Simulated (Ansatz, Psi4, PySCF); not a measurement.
Molecule: HSiOCl$_{2}$ (charge 0, doublet). SMILES: [SiH]([O])(Cl)Cl
Geometry from a B3LYP-D3(BJ)/def2-TZVP (Ansatz, an electronic-structure program) optimisation:
```
Si
O 1 1.6497
H 1 1.4750 2 101.21
Cl 1 2.0399 3 111.43 2 119.38
Cl 1 2.0399 3 111.43 2 -119.38
```
Charge 0, spin multiplicity 2.

Wanted: size of the dipole moment, in D. Conventions: 6-311+G** with 5d, 6d on Na to Ar in Ansatz; non-relativistic; 6-31G* and kin with 6d, 5d where marked; spin-orbit terms left out; open shells spin-unrestricted; dispersion terms only where a functional's name holds one; LANL2DZ with its own core potentials from Na on. Ab initio and DFT rows: single points at B3LYP-D3(BJ) geometries (Ansatz).

```json
[
 {"level": "PBE/6-31G*", "program": "Ansatz", "size of the dipole moment (D)": "1.28"},
 {"level": "B3LYP/LANL2DZ", "program": "Ansatz", "size of the dipole moment (D)": "1.78"},
 {"level": "B3LYP/6-31G*", "program": "Ansatz", "size of the dipole moment (D)": "1.17"},
 {"level": "B3LYP/cc-pVDZ", "program": "Ansatz", "size of the dipole moment (D)": "1.10"},
 {"level": "PBE0/6-311+G**", "program": "Ansatz", "size of the dipole moment (D)": "1.28"},
 {"level": "M06-2X/6-31G* (5d)", "program": "PySCF", "size of the dipole moment (D)": "1.16"},
 {"level": "wB97X-D/6-31G*", "program": "Psi4", "size of the dipole moment (D)": "1.18"},
 {"level": "wB97X-D/6-311+G**", "program": "Psi4", "size of the dipole moment (D)": "1.28"},
 {"level": "B3PW91/6-31G* (5d)", "program": "PySCF", "size of the dipole moment (D)": "1.18"}
]
```

No value to compare with is used here. The 9 habitual levels span 1.10 (B3LYP/cc-pVDZ) to 1.78 D (B3LYP/LANL2DZ).

The levels are drawn from those run, B3LYP/6-31G* more often than the rest, none by its result; left out are runs that failed, that the program found above a lower state of the same kind, or whose <S^2> lies over 0.5 above the pure value.
